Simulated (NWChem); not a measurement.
System: SiOH, doublet; SMILES O=[SiH]

The following NWChem deck was run.

```
start job
memory heap 200 mb stack 900 mb global 1100 mb
geometry units angstroms noautoz
  O     -0.057603    -1.025260     0.000000
  Si     0.164965     0.498836     0.000000
  H     -1.059680     1.425917     0.000000
end
basis spherical
  O library 6-31g*
  Si library 6-31g*
  H library 6-31g*
end
dft
  odft
  mult 2
  xc becke88 lyp
  iterations 150
  mulliken
end
task dft energy
```

In the optimisation the excess spin sits in a' (Cs, its own frame). The geometry was optimised at PBE0/def2-SVP, spin-unrestricted. No stability test was run on the SCF state.

**Question.** Predict the main results of this run. (BLYP/6-31G* (spherical d), spin-unrestricted.) Quantities: energy (Ha); highest occupied level (eV); lowest empty minus highest occupied level, either spin (eV); dipole (D); <S²>.

**Answer.** 
```yaml
energy (Ha): -365.24
highest occupied level (eV): -5.59
lowest empty minus highest occupied level, either spin (eV): 1.23
dipole (D): 2.66
"<S²>": 0.753
```
